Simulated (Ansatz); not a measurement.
Ansatz (a program for electronic structure) input (CCSD(T)/cc-pVTZ):

Ansatz 0.2 input:
```yaml
crystal:
  periodic: [false, false, false]
  atoms:
    - {symbol: C, position_ang: [-0.07353576, -2.30902151, 0.43568013]}
    - {symbol: Si, position_ang: [0.68115316, -0.98115608, -0.66123039]}
    - {symbol: C, position_ang: [2.31470578, -0.37499435, 0.03506022]}
    - {symbol: Si, position_ang: [-0.77124626, 0.85946212, -0.82481923]}
    - {symbol: Cl, position_ang: [-1.07060914, 1.60260299, 1.10841154]}
    - {symbol: H, position_ang: [0.61424353, -3.15182074, 0.54178042]}
    - {symbol: H, position_ang: [-0.27944899, -1.90864414, 1.42985057]}
    - {symbol: H, position_ang: [-1.00988758, -2.68340077, 0.01991625]}
    - {symbol: H, position_ang: [0.86763747, -1.50318840, -2.04121440]}
    - {symbol: H, position_ang: [2.77783988, 0.36097565, -0.62361443]}
    - {symbol: H, position_ang: [2.16304238, 0.09196619, 1.01008671]}
    - {symbol: H, position_ang: [3.01163209, -1.20642146, 0.16148334]}
    - {symbol: H, position_ang: [-2.13042029, 0.56409335, -1.36103211]}
basis:
  gaussian:
    orbitals: cc-pVTZ
magnetization: {spin_polarized: true, initial_magnetization: 1}
correlation: {method: ccsd_t, electrons: outside_noble_gas}
```

Output:

```
Functional definition: HF
integrals: 3.43 GiB planned
1547 factors; integrals over basis functions are off by at most 9.6e-4 eV
1.56 GiB of device memory are held for the factors and their scratch space
mean field: 1.67 GiB planned
mean field evaluation 1: about -30414.9769 eV, gradient 2.4e1 eV
mean field evaluation 2: about -30414.9882 eV, gradient 2.4e1 eV
mean field evaluation 4: about -30418.7837 eV, gradient 2.7e0 eV
mean field evaluation 8: about -30418.8900 eV, gradient 3.3e-3 eV
mean field evaluation 16: about -30418.7687 eV, gradient 2.7e0 eV
mean field evaluation 32: about -30414.3990 eV, gradient 2.0e-1 eV
mean field -30418.88995848 eV, -1117.8735873100 hartree, gradient 1.3e-6 eV, S^2 0.759507; 0 other end points of the search recorded, 0 dependent functions left out
17 core orbitals not correlated
reference -30418.88995848 eV, -1117.8735873100 hartree; 16, 15 occupied and 241, 242 virtual orbitals, 1547 factors
second order -20.92693654 eV of doubles, -0.00000000 eV of singles
coupled cluster: 26.95 GiB planned
cycle   1  -22.23958774 eV  change    -1.3e0 eV  update   9.8e-2
cycle   2  -22.80908690 eV  change   -5.7e-1 eV  update   3.1e-2
cycle   3  -22.89053153 eV  change   -8.1e-2 eV  update   1.4e-2
cycle   4  -22.88379447 eV  change    6.7e-3 eV  update   5.1e-3
cycle   5  -22.88276860 eV  change    1.0e-3 eV  update   2.5e-3
cycle   6  -22.88300328 eV  change   -2.3e-4 eV  update   1.1e-3
cycle   7  -22.88317488 eV  change   -1.7e-4 eV  update   4.4e-4
cycle   8  -22.88335913 eV  change   -1.8e-4 eV  update   2.0e-4
cycle   9  -22.88335664 eV  change    2.5e-6 eV  update   9.5e-5
cycle  10  -22.88331520 eV  change    4.1e-5 eV  update   4.7e-5
cycle  11  -22.88333505 eV  change   -2.0e-5 eV  update   2.2e-5
perturbative correction -0.91985169 eV, -0.0338039261 hartree
Total energy: -30442.69314521 eV, -1118.7483382881 hartree
```

It need not be the lowest isomer of its formula.
